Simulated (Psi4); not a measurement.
zinc atom (Zn), singlet; R2SCAN/6-31G** run with Psi4.

Psi4 was given this input:
```
memory 2 GB

molecule {
0 1
  Zn    0.00000000    0.00000000    0.00000000
}

set basis 6-31g**

energy('r2scan')
print_variables()
```

What the program printed (banner, timings and long lists left out):

```
   => Loading Basis Set <=

    Name: 6-31G**
    Role: ORBITAL
    Keyword: BASIS

         ---------------------------------------------------------
                                   SCF
               by Justin Turney, Rob Parrish, Andy Simmonett
                          and Daniel G. A. Smith
                              RKS Reference
         ---------------------------------------------------------

  ==> Geometry <==

    Molecular point group: d2h
    Geometry (in Angstrom), charge = 0, multiplicity = 1:

       Center              X                  Y                   Z               Mass
    ------------   -----------------  -----------------  -----------------  -----------------
         ZN           0.000000000000     0.000000000000     0.000000000000    63.929142010000

  Running in d2h symmetry.

  Rotational constants: A = ************  B = ************  C = ************ [cm^-1]
  Rotational constants: A = ************  B = ************  C = ************ [MHz]
  Nuclear repulsion =    0.000000000000000

  Charge       = 0
  Multiplicity = 1
  Electrons    = 30
  Nalpha       = 15
  Nbeta        = 15

  ==> Algorithm <==

  SCF Algorithm Type is DF.
  DIIS enabled.
  MOM disabled.
  Fractional occupation disabled.
  Guess Type is CORE.
  Energy threshold   = 1.00e-06
  Density threshold  = 1.00e-06
  Integral threshold = 1.00e-12

  ==> Primary Basis <==

  Basis Set: 6-31G**
    Blend: 6-31G**
    Number of shells: 12
    Number of basis functions: 39
    Number of Cartesian functions: 39
    Spherical Harmonics?: false
    Max angular momentum: 3

  ==> DFT Potential <==

   => LibXC <=

    Version 7.1.2
    S. Lehtola, C. Steigemann, M. J. T. Oliveira, and M. A. L. Marques,  SoftwareX 7, 1–5 (2018) (10.1016/j.softx.2017.11.002)

   => Composite Functional: R2SCAN <=

    r2SCAN Meta-GGA XC Functional  (0.1021/acs.jpclett.0c02405)
    J. W. Furness, A. D. Kaplan, J. Ning, J. P. Perdew, J. Sun  J. Phys. Chem. Lett.  11, 8208–8215, 2020

    Deriv               =              1
    GGA                 =           TRUE
    Meta                =           TRUE

    Exchange Hybrid     =          FALSE
    MP2 Hybrid          =          FALSE

   => Exchange Functionals <=

    1.0000   XC_MGGA_X_R2SCAN

   => Correlation Functionals <=

    1.0000   XC_MGGA_C_R2SCAN

   => LibXC Density Thresholds  <==

    XC_MGGA_C_R2SCAN:  1.00E-15
    XC_MGGA_X_R2SCAN:  1.00E-11

   => Molecular Quadrature <=

    Radial Scheme          =       TREUTLER
    Pruning Scheme         =           NONE
    Nuclear Scheme         =       TREUTLER

    Blocking Scheme        =         OCTREE
    BS radius alpha        =              1
    Pruning alpha          =              1
    Radial Points          =             75
    Spherical Points       =            302
    Total Points           =          21134
    Total Blocks           =            235
    Max Points             =            256
    Max Functions          =             39
    Weights Tolerance      =       1.00E-15

   => Loading Basis Set <=

    Name: (6-31G** AUX)
    Role: JKFIT
    Keyword: DF_BASIS_SCF

  ==> Integral Setup <==

  SCF_SUBTYPE=INCORE selected. In-core MEM_DF algorithm will be used.
  Using in-core AOs.

  ==> MemDFJK: Density-Fitted J/K Matrices <==

    J tasked:                   Yes
    K tasked:                    No
    wK tasked:                   No
    Algorithm:                 Core
    Schwarz Cutoff:           1E-12
    Mask sparsity (%):       0.0000
    Fitting Condition:        1E-10

   => Auxiliary Basis Set <=

  Basis Set: (6-31G** AUX)
    Blend: DEF2-UNIVERSAL-JKFIT
    Number of shells: 58
    Number of basis functions: 377
    Number of Cartesian functions: 377
    Spherical Harmonics?: false
    Max angular momentum: 6

  Minimum eigenvalue in the overlap matrix is 1.0833504590E-03.
  Reciprocal condition number of the overlap matrix is 2.8607123617E-04.
    Using symmetric orthogonalization.

  ==> Pre-Iterations <==

  SCF Guess: Core (One-Electron) Hamiltonian.

   -------------------------------------------------------
    Irrep   Nso     Nmo     Nalpha   Nbeta   Ndocc  Nsocc
   -------------------------------------------------------
     Ag        11      11       6       6       6       0
     B1g        2       2       1       1       1       0
     B2g        2       2       1       1       1       0
     B3g        2       2       1       1       1       0
     Au         1       1       0       0       0       0
     B1u        7       7       2       2       2       0
     B2u        7       7       2       2       2       0
     B3u        7       7       2       2       2       0
   -------------------------------------------------------
    Total      39      39      15      15      15       0
   -------------------------------------------------------

  ==> Iterations <==

                           Total Energy        Delta E     RMS |[F,P]|

    Occupation by irrep:
             Ag   B1g   B2g   B3g    Au   B1u   B2u   B3u
    DOCC [     5,    0,    0,    0,    0,    3,    3,    4 ]
    NA   [     5,    0,    0,    0,    0,    3,    3,    4 ]
    NB   [     5,    0,    0,    0,    0,    3,    3,    4 ]

   @DF-RKS iter   1: -1761.44249740117630   -1.76144e+03   4.58129e-01 ADIIS
    Occupation by irrep:
             Ag   B1g   B2g   B3g    Au   B1u   B2u   B3u
    DOCC [     6,    1,    1,    1,    0,    2,    2,    2 ]
    NA   [     6,    1,    1,    1,    0,    2,    2,    2 ]
    NB   [     6,    1,    1,    1,    0,    2,    2,    2 ]

   @DF-RKS iter   2: -1719.98000302005767    4.14625e+01   8.07868e-01 ADIIS
   @DF-RKS iter   3: -1778.61785345831504   -5.86379e+01   7.71376e-02 DIIS/ADIIS
   @DF-RKS iter   4: -1778.78537966252543   -1.67526e-01   6.85034e-02 DIIS/ADIIS
   @DF-RKS iter   5: -1778.97080212614333   -1.85422e-01   2.73447e-02 DIIS/ADIIS
   @DF-RKS iter   6: -1779.00199560956617   -3.11935e-02   5.40661e-03 DIIS/ADIIS
   @DF-RKS iter   7: -1779.00328339070347   -1.28778e-03   3.60595e-04 DIIS/ADIIS
   @DF-RKS iter   8: -1779.00328920620200   -5.81550e-06   1.26837e-05 DIIS
   @DF-RKS iter   9: -1779.00328921482719   -8.62519e-09   3.47619e-07 DIIS
  Energy and wave function converged.

  ==> Post-Iterations <==

   Electrons on quadrature grid:
      Ntotal   =   29.9999984783 ; deviation = -1.522e-06

    Orbital Energies [Eh]
    ---------------------

    Doubly Occupied:

       1Ag  -346.611812     2Ag   -41.955059     1B1u  -36.910816
       1B2u  -36.910816     1B3u  -36.910816     3Ag    -4.666993
       2B1u   -3.042188     2B2u   -3.042188     2B3u   -3.042188
       4Ag    -0.297382     5Ag    -0.297382     1B3g   -0.297382
       1B2g   -0.297382     1B1g   -0.297382     6Ag    -0.201437

    Virtual:

       3B1u   -0.028616     3B2u   -0.028616     3B3u   -0.028616
       7Ag     0.143625     4B3u    0.230244     4B1u    0.230244
       4B2u    0.230244     8Ag     1.280491     5B1u    1.374217
       5B2u    1.374217     5B3u    1.374217     9Ag     2.103291
      10Ag     2.103291     2B3g    2.103291     2B1g    2.103291
       2B2g    2.103291     1Au     2.395446     6B2u    2.395446
       6B1u    2.395446     6B3u    2.395446     7B3u    2.395446
       7B1u    2.395446     7B2u    2.395446    11Ag    47.672322

    Final Occupation by Irrep:
             Ag   B1g   B2g   B3g    Au   B1u   B2u   B3u
    DOCC [     6,    1,    1,    1,    0,    2,    2,    2 ]
    NA   [     6,    1,    1,    1,    0,    2,    2,    2 ]
    NB   [     6,    1,    1,    1,    0,    2,    2,    2 ]

  @DF-RKS Final Energy: -1779.00328921482719

   => Energetics <=

    Nuclear Repulsion Energy =              0.0000000000000000
    One-Electron Energy =               -2484.3820288203055497
    Two-Electron Energy =                 776.5697141069776990
    DFT Exchange-Correlation Energy =     -71.1909745014992552
    Empirical Dispersion Energy =           0.0000000000000000
    VV10 Nonlocal Energy =                  0.0000000000000000
    Total Energy =                      -1779.0032892148271912

Computation Completed

Properties will be evaluated at   0.000000,   0.000000,   0.000000 [a0]

Properties computed using the SCF density matrix

 Multipole Moments:

 ------------------------------------------------------------------------------------
     Multipole            Electronic (a.u.)      Nuclear  (a.u.)        Total (a.u.)
 ------------------------------------------------------------------------------------

 L = 1.  Multiply by 2.5417464519 to convert [e a0] to [Debye]
 Dipole X            :          0.0000000            0.0000000            0.0000000
 Dipole Y            :          0.0000000            0.0000000            0.0000000
 Dipole Z            :          0.0000000            0.0000000            0.0000000
 Magnitude           :                                                    0.0000000

 ------------------------------------------------------------------------------------

  Variable Map:
  ----------------------------------------------------------------------------
  "CURRENT ENERGY"              =>   -1779.003289214827
  "CURRENT REFERENCE ENERGY"    =>   -1779.003289214827
  "DD SOLVATION ENERGY"         =>       0.000000000000
  "DFT FUNCTIONAL TOTAL ENERGY" =>   -1779.003289214827
  "DFT TOTAL ENERGY"            =>   -1779.003289214827
  "DFT VV10 ENERGY"             =>       0.000000000000
  "DFT XC ENERGY"               =>     -71.190974501499
  "GRID ELECTRONS ALPHA"        =>      14.999999239128
  "GRID ELECTRONS BETA"         =>      14.999999239128
  "GRID ELECTRONS TOTAL"        =>      29.999998478257
  "NUCLEAR REPULSION ENERGY"    =>       0.000000000000
  "ONE-ELECTRON ENERGY"         =>   -2484.382028820306
  "PCM POLARIZATION ENERGY"     =>       0.000000000000
  "PE ENERGY"                   =>       0.000000000000
  "SCF ITERATION ENERGY"        =>   -1779.003289214827
  "SCF ITERATIONS"              =>       9.000000000000
  "SCF TOTAL ENERGY"            =>   -1779.003289214827
  "TWO-ELECTRON ENERGY"         =>     776.569714106978
  "XC GRID RADIAL POINTS"       =>      75.000000000000
  "XC GRID SPHERICAL POINTS"    =>     302.000000000000
  "XC GRID TOTAL POINTS"        =>   21134.000000000000

  Array Variable Map:
  ----------------------------------------------------------------------------
  "CURRENT DIPOLE"              =>       0.000000000000 ... 0.000000000000 1 by 3
  "SCF DIPOLE"                  =>       0.000000000000 ... 0.000000000000 1 by 3
  "SCF TOTAL ENERGIES"          =>   -1761.442497401176 ... -1779.003289214827 1 by 9
```
